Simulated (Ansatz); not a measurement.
Stepwise reaction of `N[SiH](O)O` with ammonia, as a gas-phase model of exchange steps in deposition or etching. ΔE in kJ/mol; ΔG adds harmonic PBE0-D4 terms to CCSD(T)/CBS, at 1 bar.

Gas-phase electronic energies from Ansatz, PBE0-D4/def2-TZVP geometries. CBS: MP2 limit from def2 TZ/QZ plus the TZ coupled-cluster correction, frozen cores. This one scheme is used for every species. DFT in def2-TZVPP. B3LYP here is the variant with VWN-RPA as its local correlation; programs differ in this. One conformer a species, not always the lowest.

```tsv
step	reaction	PBE-D4	B3LYP-D4	ωB97M-V	CCSD(T)/CBS	ΔG(400 K)
1	`N[SiH](O)O` + NH₃ → `N[SiH](N)O` + H₂O	42.6	45.8	45.4	43.4	41.4
2	`N[SiH](N)O` + NH₃ → `N[SiH](N)N` + H₂O	46.7	50.0	49.7	47.3	44.5
```

**Question.** By hand: ΔE of the 2 steps together at CCSD(T)/CBS.

**Answer.** (43.4) + (47.3) = 90.7 kJ/mol, or 45.3 kJ/mol a step.

In ΔE the steps differ by no more than 3.9 kJ/mol. All are uphill at CCSD(T)/CBS. ΔG lies between 41.4 and 44.5 kJ/mol a step. PBE-D4 differs from CCSD(T)/CBS by -0.8 to -0.6 kJ/mol a step. Isolated molecules leave out the surface, adducts and barriers. Largest T1 diagnostic: 0.011.
